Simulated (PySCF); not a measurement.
C3H12AlNSi, singlet, at a GFN2-xTB geometry (such geometries of metal compounds can be far from the true shape), atoms displaced at random by about 0.03 Å a coordinate; HF/STO-3G, gradient by finite differences (PySCF).

PySCF was given this input:
```python
from pyscf import gto, scf

mol = gto.Mole()
mol.atom = '''
    Si   -1.727119    0.240406   -0.660267
    C    -3.258352   -0.440727    0.199446
    N    -0.377899   -0.093225    0.378781
    Al    1.483510    0.002699    0.241396
    C     2.465662   -0.669993    1.832680
    C     2.253783    0.758502   -1.486715
    H    -1.569603   -0.357003   -1.936911
    H    -1.888854    1.660089   -0.827966
    H    -3.235171   -1.464355    0.265842
    H    -4.138158   -0.268880   -0.409944
    H    -3.453019    0.007460    1.150754
    H    -0.671612   -0.366182    1.304635
    H     3.537619   -0.526590    1.656248
    H     2.200139   -1.636644    2.115364
    H     2.239536   -0.009788    2.696469
    H     2.139042    1.763345   -1.561730
    H     3.261753    0.431514   -1.605911
    H     1.651256    0.264194   -2.298885
'''
mol.basis = 'sto-3g'
mol.charge = 0
mol.spin = 0
mol.verbose = 4
mol.build()

mf = scf.RHF(mol)
mf.conv_tol = 1e-11
mf.kernel()
scan, done = mf.as_scanner(), []
scan.scf_summary = {}
def energy(d):
    c = mol.atom_coords()
    c[13, 0] += d
    e = scan(mol.set_geom_(c, unit='Bohr', inplace=False))
    done.append(scan.converged)
    return e
h = 0.2
fd = (energy(h) - energy(-h)) / (2 * h)
print('dE/dx =', fd)
```

Task: Predict the main parts of the log of this PySCF run.

Result: 
```
PySCF version 2.14.0

[INPUT] verbose = 4
[INPUT] num. atoms = 18
[INPUT] num. electrons = 64
[INPUT] charge = 0
[INPUT] spin (= nelec alpha-beta = 2S) = 0
[INPUT] symmetry False subgroup None
[INPUT] Mole.unit = angstrom
[INPUT] Symbol           X                Y                Z      unit          X                Y                Z       unit  Magmom
[...]
nuclear repulsion = 339.281651945267
number of shells = 34
number of NR pGTOs = 150
number of NR cGTOs = 50
basis = sto-3g
ecp = {}

******** <class 'pyscf.scf.hf.RHF'> ********
method = RHF
initial guess = minao
damping factor = 0
level_shift factor = 0
DIIS = <class 'pyscf.scf.diis.CDIIS'>
diis_start_cycle = 1
diis_space = 8
diis_damp = 0
SCF conv_tol = 1e-11
SCF conv_tol_grad = None
SCF max_cycles = 50
direct_scf = True
direct_scf_tol = 1e-13
Set gradient conv threshold to 3.16228e-06
Initial guess from minao.
init E= -697.660777587641
[...]
cycle= 1 E= -697.565639358242  delta_E= 0.0951  |g|= 0.493  |ddm|= 4.72
[...]
cycle= 2 E= -697.647379877308  delta_E= -0.0817  |g|= 0.183  |ddm|= 0.966
[...]
cycle= 3 E= -697.658829091177  delta_E= -0.0114  |g|= 0.0333  |ddm|= 0.284
[...]
cycle= 4 E= -697.659424933024  delta_E= -0.000596  |g|= 0.00467  |ddm|= 0.0774
[...]
cycle= 5 E= -697.659437945138  delta_E= -1.3e-05  |g|= 0.00121  |ddm|= 0.0108
[...]
cycle= 6 E= -697.659439205722  delta_E= -1.26e-06  |g|= 0.00034  |ddm|= 0.00335
[...]
cycle= 7 E= -697.659439330261  delta_E= -1.25e-07  |g|= 6.2e-05  |ddm|= 0.00122
[...]
cycle= 8 E= -697.659439334355  delta_E= -4.09e-09  |g|= 8.85e-06  |ddm|= 0.000231
[...]
cycle= 9 E= -697.659439334414  delta_E= -5.91e-11  |g|= 1.41e-06  |ddm|= 2.79e-05
[...]
cycle= 10 E= -697.659439334419  delta_E= -4.77e-12  |g|= 3.65e-07  |ddm|= 3.26e-06
[...]
Extra cycle  E= -697.659439334416  delta_E= 2.27e-12  |g|= 1.22e-07  |ddm|= 6.78e-07
converged SCF energy = -697.659439334416
Create scanner for <class 'pyscf.scf.hf.RHF'>

WARN: Mole.unit (angstrom) is changed to Bohr

New geometry
   1 Si    -1.727119000000   0.240406000000  -0.660267000000 AA   -3.263781894533   0.454301498702  -1.247723799088 Bohr
   2 C     -3.258352000000  -0.440727000000   0.199446000000 AA   -6.157392897429  -0.832853325701   0.376898316640 Bohr
   3 N     -0.377899000000  -0.093225000000   0.378781000000 AA   -0.714125612747  -0.176169717963   0.715792351189 Bohr
   4 Al     1.483510000000   0.002699000000   0.241396000000 AA    2.803427603054   0.005100370810   0.456172327566 Bohr
   5 C      2.465662000000  -0.669993000000   1.832680000000 AA    4.659425895747  -1.266103275376   3.463263273968 Bohr
   6 C      2.253783000000   0.758502000000  -1.486715000000 AA    4.259032614201   1.433361044935  -2.809484175283 Bohr
   7 H     -1.569603000000  -0.357003000000  -1.936911000000 AA   -2.966119794296  -0.674637895648  -3.660231317657 Bohr
   8 H     -1.888854000000   1.660089000000  -0.827966000000 AA   -3.569416749289   3.137113552403  -1.564628980452 Bohr
   9 H     -3.235171000000  -1.464355000000   0.265842000000 AA   -6.113587156135  -2.767229899137   0.502368572407 Bohr
  10 H     -4.138158000000  -0.268880000000  -0.409944000000 AA   -7.819985280178  -0.508109560373  -0.774681886409 Bohr
  11 H     -3.453019000000   0.007460000000   1.150754000000 AA   -6.525260212920   0.014097356889   2.174609896748 Bohr
  12 H     -0.671612000000  -0.366182000000   1.304635000000 AA   -1.269162741971  -0.691983691745   2.465402842522 Bohr
  13 H      3.537619000000  -0.526590000000   1.656248000000 AA    6.685131043058  -0.995110879935   3.129855114359 Bohr
  14 H      2.305974442184  -1.636644000000   2.115364000000 AA    4.357660145974  -3.092808923413   3.997458613764 Bohr
  15 H      2.239536000000  -0.009788000000   2.696469000000 AA    4.232109686104  -0.018496639307   5.095587913380 Bohr
  16 H      2.139042000000   1.763345000000  -1.561730000000 AA    4.042203548942   3.332239113121  -2.951241980517 Bohr
  17 H      3.261753000000   0.431514000000  -1.605911000000 AA    6.163819855978   0.815443278916  -3.034731970426 Bohr
  18 H      1.651256000000   0.264194000000  -2.298885000000 AA    3.120421601545   0.499254303753  -4.344263041871 Bohr

******** <class 'pyscf.scf.hf.RHF_Scanner'> ********
method = RHF_Scanner
initial guess = minao
damping factor = 0
level_shift factor = 0
DIIS = <class 'pyscf.scf.diis.CDIIS'>
diis_start_cycle = 1
diis_space = 8
diis_damp = 0
SCF conv_tol = 1e-11
SCF conv_tol_grad = None
SCF max_cycles = 50
direct_scf = True
direct_scf_tol = 1e-13
Set gradient conv threshold to 3.16228e-06
init E= -697.664226223872
[...]
cycle= 1 E= -697.657925411585  delta_E= 0.0063  |g|= 0.00958  |ddm|= 0.0698
[...]
cycle= 2 E= -697.657974640699  delta_E= -4.92e-05  |g|= 0.00299  |ddm|= 0.0175
[...]
cycle= 3 E= -697.657979901346  delta_E= -5.26e-06  |g|= 0.00052  |ddm|= 0.00711
[...]
cycle= 4 E= -697.657980026698  delta_E= -1.25e-07  |g|= 9.04e-05  |ddm|= 0.000983
[...]
cycle= 5 E= -697.657980033243  delta_E= -6.54e-09  |g|= 2e-05  |ddm|= 0.000232
[...]
cycle= 6 E= -697.657980033625  delta_E= -3.82e-10  |g|= 6.27e-06  |ddm|= 5.98e-05
[...]
cycle= 7 E= -697.657980033655  delta_E= -2.98e-11  |g|= 1.73e-06  |ddm|= 1.76e-05
[...]
cycle= 8 E= -697.657980033661  delta_E= -6.37e-12  |g|= 4.01e-07  |ddm|= 5.83e-06
[...]
Extra cycle  E= -697.65798003366  delta_E= 1.36e-12  |g|= 1.7e-07  |ddm|= 8.9e-07
converged SCF energy = -697.65798003366

WARN: Mole.unit (angstrom) is changed to Bohr

New geometry
   1 Si    -1.727119000000   0.240406000000  -0.660267000000 AA   -3.263781894533   0.454301498702  -1.247723799088 Bohr
   2 C     -3.258352000000  -0.440727000000   0.199446000000 AA   -6.157392897429  -0.832853325701   0.376898316640 Bohr
   3 N     -0.377899000000  -0.093225000000   0.378781000000 AA   -0.714125612747  -0.176169717963   0.715792351189 Bohr
   4 Al     1.483510000000   0.002699000000   0.241396000000 AA    2.803427603054   0.005100370810   0.456172327566 Bohr
   5 C      2.465662000000  -0.669993000000   1.832680000000 AA    4.659425895747  -1.266103275376   3.463263273968 Bohr
   6 C      2.253783000000   0.758502000000  -1.486715000000 AA    4.259032614201   1.433361044935  -2.809484175283 Bohr
   7 H     -1.569603000000  -0.357003000000  -1.936911000000 AA   -2.966119794296  -0.674637895648  -3.660231317657 Bohr
   8 H     -1.888854000000   1.660089000000  -0.827966000000 AA   -3.569416749289   3.137113552403  -1.564628980452 Bohr
   9 H     -3.235171000000  -1.464355000000   0.265842000000 AA   -6.113587156135  -2.767229899137   0.502368572407 Bohr
  10 H     -4.138158000000  -0.268880000000  -0.409944000000 AA   -7.819985280178  -0.508109560373  -0.774681886409 Bohr
  11 H     -3.453019000000   0.007460000000   1.150754000000 AA   -6.525260212920   0.014097356889   2.174609896748 Bohr
  12 H     -0.671612000000  -0.366182000000   1.304635000000 AA   -1.269162741971  -0.691983691745   2.465402842522 Bohr
  13 H      3.537619000000  -0.526590000000   1.656248000000 AA    6.685131043058  -0.995110879935   3.129855114359 Bohr
  14 H      2.094303557816  -1.636644000000   2.115364000000 AA    3.957660145974  -3.092808923413   3.997458613764 Bohr
  15 H      2.239536000000  -0.009788000000   2.696469000000 AA    4.232109686104  -0.018496639307   5.095587913380 Bohr
  16 H      2.139042000000   1.763345000000  -1.561730000000 AA    4.042203548942   3.332239113121  -2.951241980517 Bohr
  17 H      3.261753000000   0.431514000000  -1.605911000000 AA    6.163819855978   0.815443278916  -3.034731970426 Bohr
  18 H      1.651256000000   0.264194000000  -2.298885000000 AA    3.120421601545   0.499254303753  -4.344263041871 Bohr

******** <class 'pyscf.scf.hf.RHF_Scanner'> ********
method = RHF_Scanner
initial guess = minao
damping factor = 0
level_shift factor = 0
DIIS = <class 'pyscf.scf.diis.CDIIS'>
diis_start_cycle = 1
diis_space = 8
diis_damp = 0
SCF conv_tol = 1e-11
SCF conv_tol_grad = None
SCF max_cycles = 50
direct_scf = True
direct_scf_tol = 1e-13
Set gradient conv threshold to 3.16228e-06
init E= -697.643646389671
[...]
cycle= 1 E= -697.657511207727  delta_E= -0.0139  |g|= 0.0205  |ddm|= 0.134
[...]
cycle= 2 E= -697.657731821678  delta_E= -0.000221  |g|= 0.00655  |ddm|= 0.0383
[...]
cycle= 3 E= -697.657755157529  delta_E= -2.33e-05  |g|= 0.00186  |ddm|= 0.0133
[...]
cycle= 4 E= -697.657757068745  delta_E= -1.91e-06  |g|= 0.000184  |ddm|= 0.00431
[...]
cycle= 5 E= -697.657757094045  delta_E= -2.53e-08  |g|= 5.27e-05  |ddm|= 0.000437
[...]
cycle= 6 E= -697.65775709629  delta_E= -2.24e-09  |g|= 1.68e-05  |ddm|= 0.000138
[...]
cycle= 7 E= -697.657757096512  delta_E= -2.22e-10  |g|= 4.14e-06  |ddm|= 4.56e-05
[...]
cycle= 8 E= -697.657757096533  delta_E= -2.11e-11  |g|= 9.56e-07  |ddm|= 1.46e-05
[...]
cycle= 9 E= -697.657757096529  delta_E= 4.32e-12  |g|= 2.57e-07  |ddm|= 2.89e-06
[...]
Extra cycle  E= -697.657757096533  delta_E= -4.32e-12  |g|= 1.11e-07  |ddm|= 5.88e-07
converged SCF energy = -697.657757096533
dE/dx = -0.0005573428163074823
```
